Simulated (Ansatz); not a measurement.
The cluster Be₃O₃. Charge 0, multiplicity 1. Geometry r2SCAN-D4/def2-SVP, basis def2-TZVP, Ansatz.

```xyz
6

Be    1.236    1.519   -0.462
Be    0.658   -0.262   -1.303
Be    0.037    0.956    1.106
O    -0.687   -0.353    1.385
O    -1.079   -0.468   -0.023
O    -0.166   -1.392   -0.703
```

```json
{"run": "A", "HOMO (eV)": "-5.87", "LUMO (eV)": "-2.55"}
{"run": "B", "HOMO (eV)": "-5.10", "LUMO (eV)": "-3.04"}
{"run": "C", "HOMO (eV)": "-4.94", "LUMO (eV)": "-3.27"}
{"run": "D", "HOMO (eV)": "-4.98", "LUMO (eV)": "-3.38"}
{"run": "E", "HOMO (eV)": "-8.23", "LUMO (eV)": "-0.48"}
```

LC-ωPBE has ω = 0.4 bohr⁻¹. The structure holds 2 bond(s) between oxygen atoms. Another isomer (singlet) lies 13.54 eV lower at PBE0-D4/def2-TZVP; other spin states weren't run for this one.

Task: The runs used LC-ωPBE, PBE, PBE0, r2SCAN, revPBE. Estimate which is which.

Result: A PBE0 (25 % exact exchange); B r2SCAN (0 % exact exchange); C revPBE (0 % exact exchange); D PBE (0 % exact exchange); E LC-ωPBE (range-separated). Exact exchange lowers occupied and raises empty levels; among semilocal functionals meta-GGAs tend to open the gap a little, and such runs are hard to tell apart. The gap grows from 1.60 eV (PBE) to 7.75 eV (LC-ωPBE).
